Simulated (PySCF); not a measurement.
Sn(F)(OSiH3)3, SMILES [F][Sn]([O][SiH3])([O][SiH3])[O][SiH3] (GFN2-xTB optimised geometry):

```
17

F      0.316    -0.976    -2.326
Sn     0.039     0.510    -1.164
O     -1.337    -0.007     0.000
Si    -2.976    -0.007     0.000
O      1.612     0.778    -0.210
Si     2.298     0.022     1.083
O     -0.435     1.951    -2.256
Si    -1.531     2.190    -3.455
H     -3.211    -0.702     1.259
H     -3.485    -0.720    -1.172
H     -3.465     1.374     0.000
H      1.409     0.103     2.242
H      2.582    -1.374     0.754
H      3.485     0.862     1.195
H     -1.287     3.608    -3.692
H     -2.881     1.904    -2.960
H     -1.219     1.333    -4.596
```

Computed with PySCF with PBE0/def2-SVP, def2 effective core potentials past Kr.

Problem. What are the frontier orbital energies and the dipole moment?

Solution. HOMO-2 -9.10 eV, HOMO-1 -9.07 eV, HOMO -8.88 eV, LUMO -1.67 eV, LUMO+1 0.15 eV; dipole moment 1.71 D.
